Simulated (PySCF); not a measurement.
**Computed properties of B(CF3)(H)(OMe) (C2H4BF3O), SMILES COBC(F)(F)F**

B(CF3)(H)(OMe) (C₂H₄BF₃O), SMILES COBC(F)(F)F. The structure is a stationary point at PBE0-D3(BJ)/def2-SVP. Other conformers were not sampled. All values are computed for the isolated molecule unless a solvent is named; none is compared with measurement here.

**Structure.** All 27 harmonic modes at PBE0-D3(BJ)/def2-SVP (PySCF) are real, so it is a minimum. With heavy atoms numbered as in [BH:1]([C:2]([F:3])([F:4])[F:5])[O:7][CH3:8], the shortest bond between them is B1–O7 at 1.330 Å and the longest B1–C2 at 1.618 Å.

**Vibrations.** The strongest infrared lines (harmonic, unscaled, degenerate partners summed) lie at 1150 cm⁻¹ (222 km/mol, C 69 %, F 25 %), 1318 cm⁻¹ (211 km/mol, C 59 %, O 15 %, F 12 %), 1222 cm⁻¹ (182 km/mol, C 71 %, F 19 %). The softest mode is at 54 cm⁻¹ and the zero-point energy is 44.6 kcal/mol.

**Electronic structure.** HF/def2-TZVP (PySCF) places the frontier levels at -12.98 and 2.36 eV, a gap of 15.34 eV, and gives a dipole moment of 2.06 D and a mean polarisability of 39.3 bohr³. PBE/def2-TZVP (PySCF) at the same geometry gives -7.36 and -2.13 eV, so its gap is 10.11 eV narrower. An orbital gap is neither the optical nor the fundamental gap.

**Excitations.** TDA-M06-2X/def2-SVPD (PySCF) has S1 at 6.21 eV (200 nm, f = 0.001, dark); the most intense of the 10 singlets computed lies at 8.32 eV (f = 0.19). T1 (TDA) is at 5.74 eV, 0.47 eV under S1. TDA-PBE/def2-SVPD (PySCF) puts S1 at 5.47 eV. No vertical singlet excitation falls in the visible range (under 3.1 eV).

**NMR.** GIAO shifts at PBE0/pcSseg-1 (PySCF) (non-relativistic, atoms alike by connectivity averaged): ¹³C from 59.3 to 129.6 ppm against TMS; ¹H from 4.4 to 5.2 ppm against TMS; ¹⁹F at -94.3 ppm against CFCl3; ¹¹B at 26.5 ppm against BF3.
